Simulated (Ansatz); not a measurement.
Cost and result for the atomization energy of `C[NH][In]([F])[F]` (9 atoms, 8 bonds).

Cartesian coordinates in Å:
```
C 1.237 0.530 -0.335
N 0.021 -0.185 -0.684
In -1.468 -0.498 0.598
F -1.736 0.609 2.166
F -2.925 -1.745 0.334
H 1.009 1.346 0.353
H 2.005 -0.096 0.136
H 1.673 0.980 -1.233
H 0.183 -0.939 -1.336
```

Charge 0, multiplicity 1. Correlated methods include outer-core shells of In, which these sets cover unevenly. In: def2 effective core potential. The geometry is a stationary point of PBE0-D4/def2-TZVP. It is one conformer, not always the lowest. Program: Ansatz. All runs use 4 threads of an Arm Neoverse V2 on a shared host. Times are those of one run each, without the atoms' runs, and a repeat can differ threefold. Electronic energies, without spin–orbit coupling; frozen cores. CCSD(T)/CBS adds CCSD(T) − MP2 in def2-TZVPP to the MP2 limit, and its time is that of the two runs behind it. T1 = 0.016. With those shells the extrapolation isn't a true limit. B3LYP takes the VWN-RPA correlation (the form of Gaussian; ORCA's B3LYP/G). HSE06 is the plane-wave form, built on full-range PBE exchange.

CCSD(T)/CBS is a level of theory with its own doubt, some kJ/mol a heavy atom from the limit and from the frozen cores, so smaller differences don't rank the functionals.

```json
{"level": "LDA (SPW92)/def2-TZVPP", "functions": "230", "wall time": "1.2 s"}
{"level": "PBE-D4/def2-TZVPP (with forces)", "functions": "230", "wall time": "2.3 s"}
{"level": "PBE0-D4/def2-TZVPP", "functions": "230", "wall time": "2.9 s"}
{"level": "HSE06-D4/def2-TZVPP", "functions": "230", "wall time": "3.1 s"}
{"level": "CAM-B3LYP-D4/def2-TZVPP", "functions": "230", "wall time": "3.2 s"}
{"level": "B3LYP-D4/def2-TZVPP (with forces)", "functions": "230", "wall time": "4.3 s"}
{"level": "r2SCAN-D4/def2-TZVPP (with forces)", "functions": "230", "wall time": "4.5 s"}
{"level": "CCSD(T)/def2-SVP", "functions": "102", "wall time": "9 s"}
{"level": "B97M-V/def2-TZVPP", "functions": "230", "wall time": "10 s"}
{"level": "ωB97M-V/def2-TZVPP (with forces)", "functions": "230", "wall time": "11 s"}
{"level": "MP2/def2-QZVPP", "functions": "430", "wall time": "19 s"}
{"level": "CCSD(T)/def2-TZVPP", "functions": "230", "wall time": "4.1 min"}
{"level": "CCSD(T)/CBS(def2)", "functions": "–", "wall time": "4.4 min"}
```

(1) What atomization energy does each give, and how far from CCSD(T)/CBS? (Estimate.)

Answers

(1) The calculation gave: 
```
                             level  atomization (kJ/mol)  difference from CCSD(T)/CBS  per bond
            LDA (SPW92)/def2-TZVPP                3542.0                        477.3      59.7
   PBE-D4/def2-TZVPP (with forces)                3118.0                         53.3       6.7
                PBE0-D4/def2-TZVPP                3020.2                        -44.5      -5.6
               HSE06-D4/def2-TZVPP                3022.2                        -42.5      -5.3
           CAM-B3LYP-D4/def2-TZVPP                3057.5                         -7.2      -0.9
 B3LYP-D4/def2-TZVPP (with forces)                3023.3                        -41.4      -5.2
r2SCAN-D4/def2-TZVPP (with forces)                3035.9                        -28.8      -3.6
                  CCSD(T)/def2-SVP                2834.9                       -229.8     -28.7
                 B97M-V/def2-TZVPP                3035.2                        -29.5      -3.7
  ωB97M-V/def2-TZVPP (with forces)                3046.2                        -18.5      -2.3
                    MP2/def2-QZVPP                3097.6                         32.9       4.1
                CCSD(T)/def2-TZVPP                2955.2                       -109.5     -13.7
                 CCSD(T)/CBS(def2)                3064.7                          0.0       0.0
```

In def2-TZVPP, CCSD(T) changes the Hartree–Fock value by +893.9 kJ/mol (the triples alone add +58.5 kJ/mol) and MP2 by +969.5 kJ/mol; breaking electron pairs costs correlation energy, which Hartree–Fock lacks. The D4 term adds +24.4 kJ/mol with B3LYP and +12.8 kJ/mol with PBE0; it sums over pairs of atoms, weighted by their polarisabilities, and B3LYP, whose exchange is more repulsive, gets the larger term. From r2SCAN to r2SCAN0 (25 % exact exchange), in def2-TZVPP and without D4, the atomization energy moves by −84.5 kJ/mol: exact exchange takes away binding that semilocal exchange gives to molecules.

Spin–orbit coupling would lower the free In atoms strongly, and the atomization energy with them, by more than many differences here.
